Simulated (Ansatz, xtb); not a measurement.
Two isomers of C5H6FGeN

We compare a, `Fc1cc[c]([GeH3])nc1`, a singlet, with b, `C=[CH][GeH2]/[C](C#N)=C/F`, a singlet. Both are isolated molecules in the gas phase, relaxed with PBE0-D3(BJ)/def2-SVP; the shapes shown needn't be the lowest conformers.

a (Å):

| atom | x (Å) | y (Å) | z (Å) |
| --- | --- | --- | --- |
| C | -2.2877 | 0.9366 | -0.0076 |
| C | -1.3628 | 0.4565 | 0.9066 |
| C | -0.0294 | 0.8120 | 0.7173 |
| C | 0.3189 | 1.6250 | -0.3679 |
| C | -1.8698 | 1.7422 | -1.0658 |
| F | -3.5742 | 0.6335 | 0.1174 |
| Ge | 2.1560 | 2.1894 | -0.7351 |
| N | -0.5975 | 2.0739 | -1.2355 |
| H | -1.6892 | -0.1748 | 1.7360 |
| H | 0.7356 | 0.4577 | 1.4122 |
| H | 3.0908 | 1.6002 | 0.3403 |
| H | 2.5813 | 1.6822 | -2.1221 |
| H | 2.2380 | 3.7238 | -0.7047 |
| H | -2.6072 | 2.1177 | -1.7842 |

b (Å):

```
atom    x (Å)    y (Å)    z (Å)
   C   2.0701  -0.7861  -1.4524
   C   2.5671   0.4519  -1.5132
   C   0.8120   1.1328   1.0312
   C  -0.4840   0.8009   0.5489
   C   1.1263   0.9633   2.3243
   F   0.2786   0.4966   3.2167
  Ge   2.1530   1.8277  -0.2192
   N  -1.5207   0.5402   0.0962
   H   1.3881  -1.1056  -0.6566
   H   2.3175  -1.5414  -2.2065
   H   3.2374   0.7171  -2.3400
   H   3.3766   2.2021   0.6407
   H   1.5910   3.0884  -0.8959
   H   2.1064   1.1973   2.7520
```

Problem. Estimate which is lower in electronic energy at CCSD(T)/def2-SVP + ΔMP2/def2-TZVPP, and by roughly how much.

Solution. The CCSD(T)/def2-SVP + ΔMP2/def2-TZVPP calculation puts structure a lower, by 1.024 eV.

The same difference at several levels:

```json
{"level": "GFN2-xTB", "geometry": "GFN2-xTB", "E(b) − E(a) (eV)": "+2.712", "departure from the last row (eV)": "+1.688", "job, with rough time for the two": "optimisation, 0.34 s"}
{"level": "HF/STO-3G", "geometry": "GFN2-xTB", "E(b) − E(a) (eV)": "+1.738", "departure from the last row (eV)": "+0.714", "job, with rough time for the two": "single point, 0.66 s"}
{"level": "r2SCAN-D4/def2-SVP", "geometry": "GFN2-xTB", "E(b) − E(a) (eV)": "+1.639", "departure from the last row (eV)": "+0.616", "job, with rough time for the two": "single point, 5.2 s"}
{"level": "PBE0-D3(BJ)/def2-SVP", "geometry": "PBE0-D3(BJ)/def2-SVP", "E(b) − E(a) (eV)": "+1.733", "departure from the last row (eV)": "+0.710", "job, with rough time for the two": "optimisation, 1.8 min"}
{"level": "HF/def2-SVP", "geometry": "PBE0-D3(BJ)/def2-SVP", "E(b) − E(a) (eV)": "+1.157", "departure from the last row (eV)": "+0.134", "job, with rough time for the two": "part of the CCSD(T) run"}
{"level": "MP2/def2-SVP", "geometry": "PBE0-D3(BJ)/def2-SVP", "E(b) − E(a) (eV)": "+1.286", "departure from the last row (eV)": "+0.263", "job, with rough time for the two": "part of the CCSD(T) run"}
{"level": "CCSD(T)/def2-SVP", "geometry": "PBE0-D3(BJ)/def2-SVP", "E(b) − E(a) (eV)": "+1.132", "departure from the last row (eV)": "+0.109", "job, with rough time for the two": "single point"}
{"level": "CCSD(T)/def2-SVP + ΔMP2/def2-TZVPP", "geometry": "PBE0-D3(BJ)/def2-SVP", "E(b) − E(a) (eV)": "+1.024", "departure from the last row (eV)": "", "job, with rough time for the two": "single point, 2.9 min"}
```

As drawn, b has 2 C=C, 1 C–Ge, 1 C–C, 1 C≡N, 1 C–H in place of 4 C∷C, 2 C∷N, 1 Ge–H (∷ is an aromatic bond). Structure a has a 6-membered ring (with an aromatic ring), b no ring.

None of the levels shown reverses the order. The largest departure from CCSD(T)/def2-SVP + ΔMP2/def2-TZVPP is that of GFN2-xTB, 1.688 eV. The last row adds to CCSD(T) the change of the MP2 difference between the two basis sets, here −0.109 eV.

With thermal terms from frequencies at re-optimised GFN2-xTB minima (ideal gas, soft modes damped towards free rotors, one conformer each, 298.15 K, 1 atm): on the last row, ΔE + ΔZPE = +0.980, ΔH = +1.031, ΔG = +0.920 eV.

The correlated steps freeze 16 core orbitals; the filled d shell of Ge is correlated, in a basis made for valence electrons. Run with Ansatz 0.2.0, xtb 6.7.1; the last row on 4 threads of Arm Neoverse V1 on a shared host.
